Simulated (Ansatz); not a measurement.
# An elementary step

Start structure (GaH5O3, closed shell), relaxed at PBE0-D4/def2-TZVP:

```xyz
9
angstrom
Ga -1.0695 -0.3139 0.2018
O 0.4832 -1.2749 0.4928
H -1.7545 -0.6499 -1.1633
H -1.7070 0.2916 1.4925
H 1.4352 -0.0250 0.0086
O 1.5774 0.9110 -0.3291
O 0.2162 1.2597 -0.5782
H 0.6449 -1.4630 1.4192
H 0.1742 1.2644 -1.5442
```

The step: GaH₅O₃ ([OH][OH][GaH2][OH]) → GaH₅O₃ ([OH][O][GaH2][OH2]); bonds formed: Ga1–O6, O2–H5; bonds broken: Ga1–O7, H5–O6; bonds weakened to dative contacts: Ga1–O2. Ansatz 0.2.0; basis: def2-TZVPP and def2-QZVPP; cores frozen in the correlated methods. Filled d shells of the heavier atoms are correlated. The def2 sets are not built for correlating such inner shells, so the correlated values are less sure here. Extrapolation: Hartree–Fock as exp(−7.88 √X), correlation as X^−2.97. Energies below are by CCSD(T) at an estimated basis limit (MP2 extrapolated from triple and quadruple zeta, plus CCSD(T) − MP2 in triple zeta).

Question: What are the electronic barrier and the energy of the step, from the start structure to the end structure? (To be estimated.)

Answer: The calculation gives: Barrier 19.10 kcal/mol; step energy 0.52 kcal/mol (uphill); reverse barrier, their difference, 18.58 kcal/mol. Barrier and step energy count from the start structure, the reverse barrier from the end structure.

The saddle point: One imaginary mode of 309i cm⁻¹.
| pair | start (Å) | saddle (Å) | end (Å) |
| --- | --- | --- | --- |
| Ga1–O6 | 2.96 | 2.21 | 1.88 |
| O2–H5 | 1.64 | 1.05 | 0.99 |
| Ga1–O2 | 1.85 | 2.04 | 2.11 |
| Ga1–O7 | 2.18 | 2.08 | 2.67 |
| H5–O6 | 1.01 | 1.48 | 2.28 |

Zero-point energy (harmonic, PBE0-D4): ZPE is 36.17 kcal/mol at the start and 34.61 kcal/mol at the saddle, so the barrier goes from 19.10 to 17.54 kcal/mol.

T1 diagnostic: at most 0.015.

Labels in which every atom is bracketed show which atoms are joined, not bond orders.

For scale, one of the runs: CCSD(T)/def2-TZVPP, 211 basis functions, launched by `ansatz run in.yaml --threads 4 --pin off --events-out ev --progress --plain --max-ram 9574MiB`. The run took 120 s on 4 CPU threads of an Arm Neoverse V1 (shared host), with 3.2 GiB of host memory at its peak.
